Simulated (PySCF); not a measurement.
# Levels of C⁺ from EOM-EA-GCCSD

Reference: closed-shell C²⁺, [He] 2s2; one electron is added. Calculated with PySCF 2.14, two-component X2C-1e with screened spin-orbit coupling, x2c-TZVPPall-2c with one added diffuse shell each of s, p, d type (6s4p3d1f, 40 functions); frozen nothing; all 76 virtual spinors kept. No Breit or QED terms. Binding energies in eV.

| level | Koopmans | second order | EOM-CCSD | NIST |
| --- | --- | --- | --- | --- |
| 2p1/2 | 23.535 | 24.459 | 24.279 | 24.383 |
| 2p3/2 | 23.526 | 24.450 | 24.270 | 24.375 |
| 3s1/2 | 9.807 | 10.119 | 9.947 | 9.934 |
| 3p1/2 | 7.723 | 7.950 | 8.024 | 8.051 |
| 3p3/2 | 7.722 | 7.948 | 8.022 | 8.050 |
| 3d3/2 | 5.695 | 6.146 | 5.733 | 6.337 |
| 3d5/2 | 5.695 | 6.146 | 5.732 | 6.337 |
| 4s1/2 | 2.890 | 3.263 | 3.196 | 4.889 |

Electric-dipole lines between these computed levels:

| lower | upper | ΔE (eV) | vacuum wavelength (nm) |
| --- | --- | --- | --- |
| 2p1/2 | 3s1/2 | 14.332 | 86.51 |
| 2p1/2 | 3d3/2 | 18.546 | 66.85 |
| 2p1/2 | 4s1/2 | 21.083 | 58.81 |
| 2p3/2 | 3s1/2 | 14.323 | 86.56 |
| 2p3/2 | 3d3/2 | 18.538 | 66.88 |
| 2p3/2 | 3d5/2 | 18.538 | 66.88 |
| 2p3/2 | 4s1/2 | 21.074 | 58.83 |
| 3s1/2 | 3p1/2 | 1.923 | 644.8 |
| 3s1/2 | 3p3/2 | 1.924 | 644.2 |
| 3p1/2 | 3d3/2 | 2.291 | 541.1 |
| 3p1/2 | 4s1/2 | 4.828 | 256.8 |
| 3p3/2 | 3d3/2 | 2.290 | 541.5 |
| 3p3/2 | 3d5/2 | 2.290 | 541.4 |
| 3p3/2 | 4s1/2 | 4.826 | 256.9 |

In EOM-CCSD the overlap with the one-orbital guess is low for 3d3/2 (weight 0.83). That can mean mixing with two-particle, one-hole states, where second order and EOM-CCSD lose accuracy, or only a rotation among the degenerate components of the shell; the terms of those configurations are not listed.

The screened spin-orbit operator tends to give fine-structure splittings of light species too large.

Gaps of this size point to the basis (6s4p3d1f), which has few functions of high l to correlate and polarise the inner shells.

The highest levels are limited by the diffuse functions of the basis.
